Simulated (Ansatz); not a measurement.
A search over several starts for the lowest SCF solution of B₃W₃ at the given spin, in a small basis.

```yaml
crystal:
  periodic: [false, false, false]
  atoms:
    - {symbol: W, position_ang: [1.173882, 1.147818, -0.463122]}
    - {symbol: W, position_ang: [0.680069, 0.148542, 1.603069]}
    - {symbol: W, position_ang: [-1.145998, 0.685780, -0.515719]}
    - {symbol: B, position_ang: [0.124549, -0.431693, -1.645004]}
    - {symbol: B, position_ang: [-1.128673, -0.581059, 1.116079]}
    - {symbol: B, position_ang: [0.296171, -0.969378, -0.095303]}
basis:
  gaussian: {orbitals: def2-SVP, initial_orbitals: start.molden}
magnetization: {spin_polarized: true, initial_magnetization: 1}
hamiltonian: {xc: pbe0, dispersion: d4}
output: {orbitals: {seedname: orbitals}}
```

The file start.molden holds the orbitals of an earlier run on this structure, at another level or in another basis.

```sh
$ ansatz run in.yaml --threads 4 --pin off --events-out ev --progress --plain --max-ram 4787MiB
```

Output, abridged:

```
Functional definition: PBE0
1503 factors; their error is unknown
mean field evaluation 1: about -7362.6285 eV, gradient 1.4e3 eV
mean field evaluation 2: about -7413.6114 eV, gradient 6.3e1 eV
mean field evaluation 4: about -7459.6940 eV, gradient 2.2e1 eV
mean field evaluation 8: about -7493.4196 eV, gradient 8.0e0 eV
mean field evaluation 16: about -7494.3744 eV, gradient 4.3e-5 eV
mean field evaluation 32: about -7494.2162 eV, gradient 1.7e-1 eV
mean field evaluation 64: about -7494.3533 eV, gradient 6.2e-1 eV
mean field -7494.37438083 eV, -275.4131786262 hartree, gradient 2.0e-5 eV, S^2 0.818359; 7 other end points of the search recorded, 0 dependent functions left out
reference -7494.37441066 eV, -275.4131797223 hartree; 29, 28 occupied and 109, 110 virtual orbitals, 1503 factors
Total energy: -7494.70491989 eV, -275.4253257123 hartree
```

It took 18 s on 4 threads of Arm Neoverse V1 on a shared host, peak host memory 0.56 GiB.

In the def2 sets W takes a core potential; there is no spin–orbit coupling. Another isomer (doublet) lies 0.76 eV lower at PBE0-D4/def2-TZVP; other spin states weren't run for this one.
